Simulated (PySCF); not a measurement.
Correlation energy of P (phosphorus, neutral)

[Ne] 3s2 3p3, high-spin 4S determinant. All numbers are calculated (PySCF 2.14, the non-relativistic Hamiltonian (point nucleus), in pcseg-2). Frozen: [Ne]; 5 electrons correlated.

MP2 pair energies summed by pair of shells (mhartree):

```json
{"pair": "3s-3p", "energy": "-49.35", "share (%)": "65.6"}
{"pair": "3p-3p", "energy": "-15.71", "share (%)": "20.9"}
{"pair": "3s-3s", "energy": "-10.18", "share (%)": "13.5"}
```

Total MP2 correlation energy: -75.24 mhartree.

Same-spin part -19.47 and opposite-spin part -55.76 mhartree; SCS-MP2 scales them by 1/3 and 6/5 to -73.41 mhartree.

```csv
level,correlation energy (mhartree)
CCSD,-92.00
(T),-2.81
CCSD(T),-94.81
```

Diagnostics: T1 = 0.0071, D1 = 0.0111, largest double amplitude 0.055.

Cost of the coupled-cluster step: 0.27 s of wall time on 1 thread of Neoverse-V2 (shared host), for 5 correlated electrons.

Iterations:

```
CC2 = 0
CCSD nocc = (np.int64(4), np.int64(1)), nmo = (29, 29)
frozen orbitals [[0, 1, 2, 3, 4], [0, 1, 2, 3, 4]]
max_cycle = 100
direct = 0
conv_tol = 1e-08
conv_tol_normt = 1e-06
diis_space = 8
diis_start_cycle = 0
Init t2, MP2 energy = -0.075237091139073
Init E_corr(UCCSD) = -0.0752370911392842
cycle = 1  E_corr(UCCSD) = -0.0881803142856671  dE = -0.0129432231  norm(t1,t2) = 0.0415711
cycle = 2  E_corr(UCCSD) = -0.0909357594009721  dE = -0.00275544512  norm(t1,t2) = 0.0118254
cycle = 3  E_corr(UCCSD) = -0.092012687124307  dE = -0.00107692772  norm(t1,t2) = 0.00402027
cycle = 4  E_corr(UCCSD) = -0.0920007368326818  dE = 1.19502916e-05  norm(t1,t2) = 0.000439194
cycle = 5  E_corr(UCCSD) = -0.0920010088147486  dE = -2.71982067e-07  norm(t1,t2) = 5.27953e-05
cycle = 6  E_corr(UCCSD) = -0.0920007078346588  dE = 3.0098009e-07  norm(t1,t2) = 1.02954e-05
cycle = 7  E_corr(UCCSD) = -0.0920009033816369  dE = -1.95546978e-07  norm(t1,t2) = 2.52464e-06
cycle = 8  E_corr(UCCSD) = -0.0920008160650914  dE = 8.73165455e-08  norm(t1,t2) = 3.05902e-07
cycle = 9  E_corr(UCCSD) = -0.0920008264247089  dE = -1.03596174e-08  norm(t1,t2) = 5.43046e-08
cycle = 10  E_corr(UCCSD) = -0.0920008322592932  dE = -5.83458433e-09  norm(t1,t2) = 2.24723e-08
UCCSD converged
E(UCCSD) = -340.8012135636906  E_corr = -0.0920008322592932
UCCSD(T) correction = -0.00281028382109205
```
